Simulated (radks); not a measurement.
Problem. All-electron atom: Ba48+ in [He] 2s2 2p4. Calculated with a radial shooting solver on a logarithmic mesh with Libxc functionals: scalar-relativistic Kohn-Sham, BLYP, spin-polarised, spherical densities, finite nucleus; open shells are filled with parallel spins first (spin-orbit coupling, left out, can overturn this in heavy ions); Fermi nuclear charge, rms radius 4.8378 fm. Some entries of the table are withheld. Estimate them.

| orbital | occ. | eigenvalue (hartree) | <r> (bohr) |
|---|---|---|---|
| 1s up | 1 | (1) | (2) |
| 1s down | 1 | (3) | (4) |
| 2s up | 1 | -345.0926 | 0.1063 |
| 2s down | 1 | -343.6904 | 0.1065 |
| 2p up | 3 | -325.6476 | (5) |
| 2p down | 1 | -323.9704 | (6) |

Solution. 
(1) 1s up eigenvalue (hartree): -1513.466
(2) 1s up <r> (bohr): 0.02554
(3) 1s down eigenvalue (hartree): -1512.597
(4) 1s down <r> (bohr): 0.02552
(5) 2p up <r> (bohr): 0.09242
(6) 2p down <r> (bohr): 0.09262
